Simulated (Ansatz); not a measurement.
Reaction (atomization): `[F][GeH]([Cl])[GeH3]` → Cl• + F• + 2 Ge• + 4 H•

Program: Ansatz. Geometries: PBE0-D4/def2-TZVP. ΔE: electronic, gas phase. CCSD(T)/CBS adds triple-zeta CCSD(T) − MP2 to the extrapolated MP2 energy (def2 sets, frozen cores). This one scheme is used for every species, atoms too. DFT in def2-TZVPP. HSE06 is defined as in plane-wave codes. Open shells (•) are unrestricted, without spin–orbit coupling. Spin–orbit coupling would lower the free atoms: a little for Cl, F; clearly for Ge. Bonds to Ge are less sure, by a few kJ/mol each and by 10 to 20 or more in all where they break to atoms, as the def2 sets lack core-valence functions. Scalar relativity is left out up to krypton.

```
             level  ΔE (eV)  difference from CCSD(T)/CBS
            PBE-D4    23.30                        -0.20
           ωB97X-V    23.58                         0.08
          PBE-QIDH    23.13                        -0.37
            revPBE    22.23                        -1.27
             HSE06    22.85                        -0.65
  CCSD(T)/def2-SVP    21.65                        -1.85
    MP2/def2-TZVPP    23.20                        -0.30
SCS-MP2/def2-TZVPP    23.07                        -0.43
      HF/CBS(def2)    16.91                        -6.59
     MP2/CBS(def2)    23.67                         0.17
       CCSD(T)/CBS    23.50                            0
```

Largest T1 diagnostic among the species: 0.012.

At CCSD(T), def2-SVP lies −1.85 eV from the extrapolated value and def2-TZVPP −0.47 eV: correlation converges slowly with the basis, and small sets miss more of it in the bonded molecule than in its fragments. The D4 term adds +0.31 eV with B3LYP and +0.16 eV with PBE0; it sums over pairs of atoms, weighted by their polarisabilities, and B3LYP, whose exchange is more repulsive, gets the larger term.

B3LYP here is the variant with VWN-RPA as its local correlation; programs differ in this.

For atomizations the MP2-based limit and the directly extrapolated one differ by several kJ/mol either way, and by 10 to 25 for some Ge, Se and Sn compounds, so smaller differences from it don't rank the levels.
